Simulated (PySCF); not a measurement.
Magnetic susceptibility: `C[B@@H-]([PH3+])CC(C)=O`, C4H12BOP

Geometry:
```json
{"atom": "C1", "x (Å)": "-1.955", "y (Å)": "0.989", "z (Å)": "-1.140"}
{"atom": "B2", "x (Å)": "-0.705", "y (Å)": "0.733", "z (Å)": "-0.136"}
{"atom": "P3", "x (Å)": "-1.340", "y (Å)": "-0.568", "z (Å)": "1.206"}
{"atom": "C4", "x (Å)": "0.568", "y (Å)": "-0.069", "z (Å)": "-0.867"}
{"atom": "C5", "x (Å)": "1.353", "y (Å)": "-0.619", "z (Å)": "0.238"}
{"atom": "C6", "x (Å)": "2.813", "y (Å)": "-0.295", "z (Å)": "0.332"}
{"atom": "O7", "x (Å)": "0.797", "y (Å)": "-1.282", "z (Å)": "1.118"}
{"atom": "H8", "x (Å)": "-1.679", "y (Å)": "1.659", "z (Å)": "-1.952"}
{"atom": "H9", "x (Å)": "-2.327", "y (Å)": "0.073", "z (Å)": "-1.598"}
{"atom": "H10", "x (Å)": "-2.793", "y (Å)": "1.454", "z (Å)": "-0.622"}
{"atom": "H11", "x (Å)": "-0.350", "y (Å)": "1.701", "z (Å)": "0.466"}
{"atom": "H12", "x (Å)": "-1.608", "y (Å)": "-1.870", "z (Å)": "0.856"}
{"atom": "H13", "x (Å)": "-0.923", "y (Å)": "-0.717", "z (Å)": "2.509"}
{"atom": "H14", "x (Å)": "-2.668", "y (Å)": "-0.227", "z (Å)": "1.531"}
{"atom": "H15", "x (Å)": "1.163", "y (Å)": "0.551", "z (Å)": "-1.532"}
{"atom": "H16", "x (Å)": "0.127", "y (Å)": "-0.884", "z (Å)": "-1.440"}
{"atom": "H17", "x (Å)": "2.938", "y (Å)": "0.785", "z (Å)": "0.310"}
{"atom": "H18", "x (Å)": "3.336", "y (Å)": "-0.707", "z (Å)": "-0.530"}
{"atom": "H19", "x (Å)": "3.243", "y (Å)": "-0.699", "z (Å)": "1.245"}
```

Theory: GIAO B3LYP/pcSseg-1 magnetisability, rotational g tensor and spin-rotation constants, non-relativistic, gas phase in PySCF. Geometry: GFN2-xTB.

(1) How diamagnetic is it, and how anisotropic?

(2) Split it along the inertial axes a, b, c into diamagnetic and paramagnetic parts about the centre of mass, with the quadrupole moment.

(3) And the rotational g tensor?

## Answers

(1) Isotropic -1284 × 10⁻³⁰ J/T², or -77.3 × 10⁻⁶ cm³/mol; principal values -1399, -1305, -1147 × 10⁻³⁰ J/T², anisotropy 220 × 10⁻³⁰ J/T² (root of half the summed squared differences of the principal values). The susceptibility is in cgs units.

(2) 
| axis | χ (10⁻⁶ cm³/mol) | diamagnetic (10⁻⁶ cm³/mol) | paramagnetic (10⁻⁶ cm³/mol) | summed x² of all electrons (Å²) | quadrupole Θ (D Å) |
| --- | --- | --- | --- | --- | --- |
| a | -82.0 | -513.0 | 430.9 | 193.1 | +1.53 |
| b | -69.5 | -927.9 | 858.4 | 95.3 | -1.06 |
| c | -80.4 | -1223.1 | 1142.7 | 25.7 | -0.47 |

Anisotropies 2χaa − χbb − χcc = -14.2 and 2χbb − χaa − χcc = +23.5 × 10⁻⁶ cm³/mol. Θ is traceless in Buckingham's convention.

(3) 
| axis | rotational constant (GHz) | g | nuclear part | electronic part |
| --- | --- | --- | --- | --- |
| a | 3.1604 | -0.0199 | 0.6199 | -0.6398 |
| b | 1.5487 | -0.0178 | 0.6067 | -0.6245 |
| c | 1.1253 | -0.0073 | 0.5968 | -0.6041 |

Asymmetric top; isotopes 11B, 12C, 1H, 16O, 31P; no vibrational averaging.
